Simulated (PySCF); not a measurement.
H2ISi (SMILES [SiH2]I), doublet, at a GFN2-xTB geometry (core potentials on I). Base run: HF/def2-SV(P) in PySCF.

Input for PySCF:
```python
from pyscf import gto, scf

mol = gto.M(
    atom='''
Si   -1.843600    0.036325    0.385434
I     0.577750   -0.012027   -0.095511
H    -2.374653    1.284486   -0.135935
H    -2.435721   -1.155592   -0.198069
''',
    basis='def2-sv(p)',
    ecp={'I': 'def2-sv(p)'},
    charge=0,
    spin=1,
    verbose=4,
    symmetry=True,
)

mf = scf.UHF(mol)
mf.kernel()
mf.analyze()
```

The base run was repeated with changes; each row names its change, and settings that it needs were set with it.

```csv
change,ΔE vs base (eV),point group used,SCF cycles
base,0.00,Cs,14
"irrep_nelec = A':(16, 14) A":(5, 6)",5.38,Cs,17
symmetry = off,0.00,C1,14
"irrep_nelec = A':(14, 14) A":(7, 6)",6.57,Cs,17
```

Open shells are given as the SCF converged; they aren't shown to be the lowest states, and a large step between rows can be another state.
